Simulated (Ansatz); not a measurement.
Species: sum formula SrOH, charge 0, multiplicity 2. It need not be the lowest isomer of its formula. 
Structure (B3LYP-D3(BJ)/def2-TZVP (Ansatz, an electronic-structure program) minimum search):
```xyz
3

Sr     0.0000     0.0000    -0.4258
O      0.0000     0.0000     1.6917
H      0.0000     0.0000     2.6479
```
Charge 0, spin multiplicity 2.

Basis-set convergence of Hartree-Fock and CCSD correlation energies (hartree) with Ansatz. Valence correlation only, unless marked. UHF or UKS for open shells. Spin-orbit coupling is left out. Frozen are the shells of the preceding noble gas and the d and f shells that filled before the atom's block. The outer core of K, Ca and their heavier congeners is not correlated, a term that matters for these elements. In def2 rows, elements after Kr have scalar-relativistic effective core potentials.

| basis | functions | E(HF) | E(corr, CCSD) |
|---|---|---|---|
| def2-SVPD | 57 | -105.78001 | -0.22741 |
| def2-TZVPPD | 97 | -105.87946 | -0.27286 |
| def2-QZVPPD | 162 | -105.88454 | -0.29094 |

Extrapolating the two largest sets (X = 3 and 4) as X^-3: E(corr) = (64·(-0.29094) - 27·(-0.27286))/37 = -0.3041 Eh, an estimate of the basis-set limit. The largest set recovers 95.7 % of it, the smallest 74.8 %.
